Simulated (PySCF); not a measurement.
**Hg: excitation energy**

Hg [Xe] 4f14 5d10 6s2 (1S) → Hg [Xe] 4f14 5d10 6s1 7s1, s spin flipped, as a difference of total energies. All numbers are calculated (PySCF 2.14, scalar relativity through the core potential, in aug-cc-pwCVDZ-PP with ECP60MDF (6s6p5d3f, 70 functions)). Correlated levels: valence and next inner shell: nothing frozen outside the core potential. The calculations carry no spin-orbit coupling.

| method | excitation energy (cm⁻¹) |
| --- | --- |
| UHF | 0 |
| MP2 (valence and next inner shell) | 0 |
| SCS-MP2 (valence and next inner shell) | 0 |

The upper determinant mixes two multiplicities, so it lies between the two terms.

The promoted electron is Rydberg-like, and one or two diffuse shells describe it only roughly, which tends to raise the upper state.
